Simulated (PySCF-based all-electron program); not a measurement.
Results of a calculation; reference values are marked as such.
## InBr, singlet: squeezing and stretching

Method: all-electron DFT (in-house code on PySCF), basis-limit composite values; Koelling–Harmon scalar relativity, no spin–orbit coupling, spin-restricted. Forces are good to about 0.002 eV/Å. A positive force pushes the atoms apart.

| r (Å) | PBE (eV/Å) |
| --- | --- |
| 2.0344 | ? |
| 2.1616 | ? |
| 2.2887 | 4.029 |
| 2.543 | 0.330 |
| 2.7973 | ? |

**Question.** What does PBE give at the lengths left open?

**Answer.** 2.0344 Å: 13.222 eV/Å; 2.1616 Å: 7.601 eV/Å; 2.7973 Å: -1.096 eV/Å.

**Question.** Fit a Morse curve to the forces within 0.84 to 1.25 of the listed length with the smallest force. Where does the force vanish, what is the force constant, and what harmonic wavenumber follows with standard atomic masses?

**Answer.** PBE: 2.582 Å, 7.7 eV/Å², about 210 cm⁻¹. The points are far apart, so these are estimates.
